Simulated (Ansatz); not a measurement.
Reaction (cleavage of the Si–Si bond): `C[SiH2][SiH2]C=N` + `O[AsH2]` → `C[SiH2][AsH]O` + `N=C[SiH3]`

Isolated molecules relaxed with PBE0-D4/def2-TZVP in Ansatz; ΔE leaves out vibrations. CCSD(T)/CBS adds triple-zeta CCSD(T) − MP2 to the extrapolated MP2 energy (def2 sets, frozen cores). DFT in def2-TZVPP. For As outer-core shells are correlated without core-valence functions, which leaves a few kJ/mol of doubt a bond. Scalar relativity is left out up to krypton. One conformer a species, not always the lowest.

(1) Is it downhill or uphill in electronic energy at CCSD(T)/CBS, and by how much? (An estimate is asked.)

(2) What do these levels give: PBE-D4, r2SCAN-D4, r2SCAN, PBE0, HF/def2-TZVPP, SCS-MP2/def2-TZVPP? (Estimate.)

Largest T1 diagnostic among the species: 0.013.

## Answers

(1) The calculation gave: Downhill: ΔE = -0.21 eV.

(2) The calculation gave: PBE-D4 -0.16, r2SCAN-D4 -0.19, r2SCAN -0.20, PBE0 -0.17, HF/def2-TZVPP -0.24, SCS-MP2/def2-TZVPP -0.24 eV.
